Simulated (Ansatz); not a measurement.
AlCl, SMILES [Cl][Al] (connectivity only; charge and spin as stated), neutral, multiplicity 1.

The structure is a stationary point at PBE0-D3(BJ)/def2-TZVPD.

Two levels are set side by side: PBE/def2-TZVPD (Ansatz, a quantum-chemistry and plane-wave program) and ωB97X-V/def2-TZVPD (Ansatz). Energy differences of separate SCF runs at the same geometry; the states with an electron removed or added have multiplicity 2 and 2. Differences are taken from unrounded values.

| quantity | ωB97X-V |
|---|---|
| vertical ionisation energy (eV) | 9.34 |
| vertical singlet–triplet gap (eV) | 3.03 |

Problem. What does PBE give, and how far is it from ωB97X-V? (Estimate from the structure and the level; the computed values follow.)

Solution. 
```
quantity                            PBE  PBE minus ωB97X-V
---------------------------------  ----  -----------------
vertical ionisation energy (eV)    9.20              -0.14
vertical singlet–triplet gap (eV)  2.86              -0.18
```
